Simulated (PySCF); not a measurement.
## Dipole response of Ni (nickel, neutral)

[Ar] 3d8 4s2, high-spin 3F determinant. Computed with PySCF 2.14 in ANO-RCC-VTZP (6s5p3d2f1g, 59 functions), with the spin-free X2C one-electron Hamiltonian (Gaussian nucleus). Coupled (time-dependent) response in atomic units; α is the mean over directions. The basis has no added diffuse functions, which lowers α and C₆.

| method | mean α (bohr³) | C₆ (like pair) | S(−4) |
| --- | --- | --- | --- |
| UHF | 53.98 | 465.9 | 1440 |
| PBE | 41.50 | 321.3 | 799.4 |
| PBE0 | 44.46 | 352.8 | 931.8 |

S(−4) is the Cauchy moment in α(ω) = α(0) + S(−4) ω² + …

Reference α: 49 ± 3 bohr³ (recommended; Schwerdtfeger and Nagle, table of static dipole polarizabilities (2023 update)). Published C₆: 373.0 (Chu and Dalgarno (2004); Tang, Norbeck and Certain (1976)).

Hartree-Fock lies above the reference because it lacks correlation, which contracts the outer shell.

α(iu) at PBE0:

```csv
u (hartree),α(iu) (bohr³)
0,44.46
0.0500,42.26
0.100,36.92
0.200,25.04
0.300,16.83
0.500,8.899
0.750,5.172
1.00,3.569
1.50,2.194
2.00,1.573
3.00,0.9570
5.00,0.4630
```
